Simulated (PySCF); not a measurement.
Species: C2H7BrSi.
SMILES: `C[SiH2]CBr`

Jobs on this species (11 atoms, 68 electrons) with PySCF (density fitting). Hardware of each: one thread, Arm Neoverse V2 (aarch64) (shared host). Times come from a shared host and carry two figures at best. Peak memory is the resident size of the whole Python process, interpreter and libraries included.

```csv
level and settings,work,basis functions,SCF cycles,wall time,peak memory
"delta-SCF UKS PBE, pcX-2 on the ionised atom, pcseg-1 elsewhere, spin-free X2C","ΔSCF core ionisation, 4 holes",150,?,?,?
"delta-SCF UKS PBE0, pcX-2 on the ionised atom, pcseg-1 elsewhere, spin-free X2C","ΔSCF core ionisation, 4 holes",150,?,?,?
"delta-SCF UKS SCAN, pcX-1 on the ionised atom, pcseg-1 elsewhere, spin-free X2C","ΔSCF core ionisation, 4 holes",130,57,15 s,0.44 GiB
"delta-SCF UKS SCAN, pcX-2 on the ionised atom, pcseg-1 elsewhere, non-relativistic","ΔSCF core ionisation, 4 holes",150,58,18 s,0.48 GiB
"PBE0-D3(BJ)/def2-SVP, grid level 1",geometry optimisation from a GFN2-xTB start shaken at random,113,39,29 s,0.48 GiB
"delta-SCF UKS HF, pcX-2 on the ionised atom, pcseg-1 elsewhere, spin-free X2C","ΔSCF core ionisation, 4 holes",150,58,18 s,0.61 GiB
"delta-SCF UKS SCAN, def2-TZVP on the ionised atom, pcseg-1 elsewhere, spin-free X2C","ΔSCF core ionisation, 4 holes",127,58,17 s,0.44 GiB
"delta-SCF UKS B3LYP, pcX-2 on the ionised atom, pcseg-1 elsewhere, spin-free X2C","ΔSCF core ionisation, 4 holes",150,53,27 s,0.56 GiB
"delta-SCF UKS SCAN, pcX-2 on the ionised atom, pcseg-1 elsewhere, spin-free X2C","ΔSCF core ionisation, 4 holes",150,58,19 s,0.47 GiB
```

Task: Fill in the missing figures.

Result: 
- delta-SCF UKS PBE, pcX-2 on the ionised atom, pcseg-1 elsewhere, spin-free X2C; ΔSCF core ionisation, 4 holes: 12 s, 0.48 GiB, 57 SCF cycles
- delta-SCF UKS PBE0, pcX-2 on the ionised atom, pcseg-1 elsewhere, spin-free X2C; ΔSCF core ionisation, 4 holes: 26 s, 0.56 GiB, 53 SCF cycles

Task: What do all jobs in the table cost together?

Result: About 3.0 min; the longest takes about 16 % of that, and about 2.4 times as long as the shortest.
